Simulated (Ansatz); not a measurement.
`[CH3][InH][C]#N` + HBr → `[CH3][InH][Br]` + `C#N` at 600 K and 1 bar (ligand exchange at the In–C bond).

Computed with Ansatz on PBE0-D4/def2-TZVP structures; ΔE is electronic, products minus reactants. CBS: MP2 limit from def2 TZ/QZ plus the TZ coupled-cluster correction, frozen cores. This one scheme is used for every species. def2 core potentials past Kr. For Br, In outer-core shells are correlated without core-valence functions, which leaves a few kJ/mol of doubt a bond. Scalar relativity is left out up to krypton.

| species | CCSD(T)/CBS energy (Eh) | H − E (kJ/mol) | S (J/(mol·K)) |
| --- | --- | --- | --- |
| `[CH3][InH][C]#N` | -323.00069 | 182.4 | 429.9 |
| HBr | -2573.91920 | 33.5 | 219.1 |
| `[CH3][InH][Br]` | -2803.63750 | 158.0 | 413.1 |
| `C#N` | -93.32098 | 64.3 | 228.4 |

H − E and S are ideal-gas, rigid-rotor, harmonic terms from PBE0-D4/def2-TZVP. 1 Eh = 2625.50 kJ/mol, R = 8.31446 J/(mol·K).

Problem. By hand: ΔE, ΔH, ΔS and ΔG.

Solution. ΔE = (-2803.63750) + (-93.32098) − (-323.00069) − (-2573.91920) = -0.03859 Eh = -101.3 kJ/mol. Δ(H − E) = 158.0 + 64.3 − 182.4 − 33.5 = 6.4, so ΔH = -94.9 kJ/mol. ΔS = 413.1 + 228.4 − 429.9 − 219.1 = -7.5 J/(mol·K). ΔG = -94.9 − 600 × (-7.5)/1000 = -90.4 kJ/mol.

Problem. By hand: the equilibrium constant, and the temperature at which ΔG would vanish if ΔH and ΔS stayed fixed.

Solution. log₁₀ K = −ΔG/(RT ln 10) = 7.9. ΔG = 0 at ΔH/ΔS = 12653 K, far beyond where these terms or the molecules hold.

The number of gas molecules stays the same, so ΔS is small and ΔH decides. A doubt of 5 kJ/mol in ΔE shifts log₁₀ K by 0.4 here. Modes under 60 cm⁻¹, often nearly free rotors, make the harmonic entropy too high. These are equilibria of isolated gas molecules and say nothing of rates. Largest T1 diagnostic: 0.014 (customary marks: 0.02 for closed shells, 0.045 for open ones).
